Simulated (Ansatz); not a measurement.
Sn2H2⁻. Total charge -1; doublet. Geometry PBE-D4/def2-TZVPD, basis def2-TZVPD, Ansatz.

```xyz
4

Sn    0.511    0.799    1.412
Sn   -1.297    0.706   -0.853
H     1.579   -0.588    0.935
H    -0.793   -0.916   -1.493
```

```csv
run,HOMO (eV),LUMO (eV)
A,-1.43,2.21
B,-0.45,1.34
C,0.28,0.61
D,0.12,0.84
E,-0.09,0.97
```

In the def2 sets Sn takes a core potential; there is no spin–orbit coupling. HSE06 is defined as in plane-wave codes, on full-range PBE exchange. Another isomer (doublet) lies 0.09 eV lower at PBE0-D4/def2-TZVPD; other spin states weren't run for this one.

HOMO and LUMO are taken over both spins.

Q: The runs used CAM-B3LYP, HSE06, PBE, PBE0, r2SCAN. Estimate which is which.

A: A CAM-B3LYP (range-separated); B PBE0 (25 % exact exchange); C PBE (0 % exact exchange); D r2SCAN (0 % exact exchange); E HSE06 (range-separated). Exact exchange lowers occupied and raises empty levels; among semilocal functionals meta-GGAs tend to open the gap a little, and such runs are hard to tell apart. The gap grows from 0.33 eV (PBE) to 3.64 eV (CAM-B3LYP). At PBE-D4/def2-TZVPD, r2SCAN-D4/def2-TZVPD the highest occupied level of the charge -1 doublet lies above zero (up to 0.28 eV). The electron is either unbound and held by the finite basis, or the level is raised by self-interaction error.
